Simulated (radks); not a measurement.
Results of a calculation; reference values are marked as such.
All-electron atom: Au+ in [Xe] 4f14 5d10. Code: a radial shooting solver on a logarithmic mesh with Libxc functionals. Model: Dirac Kohn-Sham, BLYP, spin-unpolarised, spherical densities, finite nucleus; Fermi nuclear charge, rms radius 5.4371 fm.

Unscreened Slater integrals over Kohn-Sham orbitals (eV). Large and small components are both included.

| integral | value |
|---|---|
| F0(5d5/2,5d5/2) | 15.364 |
| F2(5d5/2,5d5/2) | 7.7816 |
| F4(5d5/2,5d5/2) | 5.0910 |
| F0(5d5/2,5d3/2) | 15.702 |
| F2(5d5/2,5d3/2) | 7.9604 |
| G2(5d5/2,5d3/2) | 7.9484 |
| G4(5d5/2,5d3/2) | 5.2078 |
| F0(5d5/2,5p3/2) | 17.880 |
| F2(5d5/2,5p3/2) | 8.6374 |
| G1(5d5/2,5p3/2) | 10.357 |
| G3(5d5/2,5p3/2) | 6.3688 |
| F0(5d5/2,5p1/2) | 18.361 |
| G3(5d5/2,5p1/2) | 5.7716 |
| F0(5d3/2,5d3/2) | 16.064 |
| F2(5d3/2,5d3/2) | 8.1699 |
| F0(5d3/2,5p3/2) | 18.418 |
| F2(5d3/2,5p3/2) | 9.0769 |
| G1(5d3/2,5p3/2) | 11.097 |
| G3(5d3/2,5p3/2) | 6.8285 |
| F0(5d3/2,5p1/2) | 18.951 |
| G1(5d3/2,5p1/2) | 10.188 |
| F0(5p3/2,5p3/2) | 22.191 |
| F2(5p3/2,5p3/2) | 11.923 |
| F0(5p3/2,5p1/2) | 23.189 |
| G2(5p3/2,5p1/2) | 12.124 |
| F0(5p1/2,5p1/2) | 24.386 |
